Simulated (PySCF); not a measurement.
# Correlation energy of F⁺ (fluorine, charge +1)

[He] 2s1 2p5, high-spin 3P determinant (an excited configuration). Computed with PySCF 2.14 in aug-cc-pVDZ (4s3p2d, 23 functions), with the non-relativistic Hamiltonian (point nucleus). Frozen: 1s2; 6 electrons correlated.

| level | correlation energy (mhartree) |
| --- | --- |
| CCSD | -164.36 |
| (T) | -3.21 |
| CCSD(T) | -167.57 |
| CCSDT | -168.15 |

Diagnostics: T1 = 0.0069, D1 = 0.0157, largest double amplitude 0.060.

Cost of the coupled-cluster step: of the order of 0.3 core-seconds, for 6 correlated electrons.

Iterations:

```
CC2 = 0
CCSD nocc = (np.int64(4), np.int64(2)), nmo = (22, 22)
frozen orbitals [[0], [0]]
max_cycle = 100
direct = 0
conv_tol = 1e-08
conv_tol_normt = 1e-06
diis_space = 8
diis_start_cycle = 0
Init t2, MP2 energy = -0.137092211289492
Init E_corr(UCCSD) = -0.137092211289617
cycle = 1  E_corr(UCCSD) = -0.15397535274425  dE = -0.0168831415  norm(t1,t2) = 0.0460065
cycle = 2  E_corr(UCCSD) = -0.159282758008545  dE = -0.00530740526  norm(t1,t2) = 0.0234045
cycle = 3  E_corr(UCCSD) = -0.164314631111173  dE = -0.0050318731  norm(t1,t2) = 0.013708
cycle = 4  E_corr(UCCSD) = -0.164275039041287  dE = 3.95920699e-05  norm(t1,t2) = 0.00395182
cycle = 5  E_corr(UCCSD) = -0.164309144963119  dE = -3.41059218e-05  norm(t1,t2) = 0.00182739
cycle = 6  E_corr(UCCSD) = -0.164375252958405  dE = -6.61079953e-05  norm(t1,t2) = 0.000629691
cycle = 7  E_corr(UCCSD) = -0.164362032587267  dE = 1.32203711e-05  norm(t1,t2) = 0.000139183
cycle = 8  E_corr(UCCSD) = -0.164365523610735  dE = -3.49102347e-06  norm(t1,t2) = 3.94364e-05
cycle = 9  E_corr(UCCSD) = -0.164364443862479  dE = 1.07974826e-06  norm(t1,t2) = 1.2027e-05
cycle = 10  E_corr(UCCSD) = -0.164364298294874  dE = 1.45567605e-07  norm(t1,t2) = 3.28068e-06
cycle = 11  E_corr(UCCSD) = -0.16436426697276  dE = 3.13221141e-08  norm(t1,t2) = 8.56315e-07
cycle = 12  E_corr(UCCSD) = -0.164364297373093  dE = -3.04003329e-08  norm(t1,t2) = 2.44259e-07
cycle = 13  E_corr(UCCSD) = -0.164364296637387  dE = 7.35705857e-10  norm(t1,t2) = 8.43541e-08
UCCSD converged
E(UCCSD) = -98.16295850183654  E_corr = -0.1643642966373872
UCCSD(T) correction = -0.0032050031046268
```
